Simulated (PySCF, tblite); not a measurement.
Compound: C6H13B.
Numbering: `[BH2:1][C:2]([CH3:3])([CH3:4])[CH2:5][CH:6]=[CH2:7]` (hydrogens: H8, H9 on B1; H10, H11, H12 on C3; H13, H14, H15 on C4; H16, H17 on C5; H18 on C6; H19, H20 on C7)

Geometry (GFN2-xTB, Å), atoms numbered from 1 in this order:
```
atom  x, y, z in Å
B1     1.1547   -1.2955    0.8343
C2    -0.0749   -0.6948    0.0380
C3    -1.2168   -1.7025    0.3008
C4     0.1413   -0.5980   -1.4769
C5    -0.5212    0.6875    0.5600
C6     0.5777    1.6939    0.4522
C7     0.4855    2.8507   -0.1764
H8     1.9216   -1.9971    0.3004
H9     1.2548   -1.1028    1.9832
H10   -2.1239   -1.3744   -0.2046
H11   -1.4266   -1.7879    1.3649
H12   -0.9522   -2.6883   -0.0758
H13   -0.7681   -0.2632   -1.9753
H14    0.4217   -1.5648   -1.8878
H15    0.9323    0.1140   -1.7023
H16   -1.3964    1.0346    0.0047
H17   -0.8016    0.5911    1.6128
H18    1.5026    1.4069    0.9384
H19    1.3067    3.5463   -0.2210
H20   -0.4221    3.1550   -0.6726
```

Jobs on this species (20 atoms, 54 electrons) with PySCF (density fitting) and tblite. Hardware of each: an Arm Neoverse N1 with one thread (shared host). Times come from a shared host and carry two figures at best.

```csv
level and settings,work,basis functions,SCF cycles,wall time
GFN2-xTB,Hessian by finite differences,–,–,?
wB97X-D/def2-SVPD,"8 singlets by full TDDFT, 3 Tamm–Dancoff triplets, polarisability",244,?,?
GFN2-xTB,L-BFGS relaxation,–,–,1.1 s
PBE0/pcSseg-1,"shieldings, charges and field gradients",184,14,53 s
```

**Question.** Fill in the missing figures.

**Answer.** 
- GFN2-xTB; Hessian by finite differences: 1.0 s
- wB97X-D/def2-SVPD; 8 singlets by full TDDFT, 3 Tamm–Dancoff triplets, polarisability: 1.8 min, 13 SCF cycles

**Question.** What do all jobs in the table cost together?

**Answer.** About 2.7 min; the longest takes about 66 % of that, and about 110 times as long as the shortest.
